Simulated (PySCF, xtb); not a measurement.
C3H6F2Si, SMILES [SiH3]C1[C@@H](F)[C@@H]1F.

GFN2-xTB (xtb 6.7.1) at its own geometry gives an orbital gap of 5.94 eV and a dipole moment of 1.79 D.

Geometry: B3LYP-D3(BJ)/def2-SVP. The structure was generated by enumeration; whether it is a known compound was not checked.

### Question
What does PySCF with PBE/def2-TZVP give? (Estimate from the structure and the level; the computed values follow.)

### Answer
gap 6.47 eV (levels -6.77 and -0.30 eV), dipole 0.82 D.
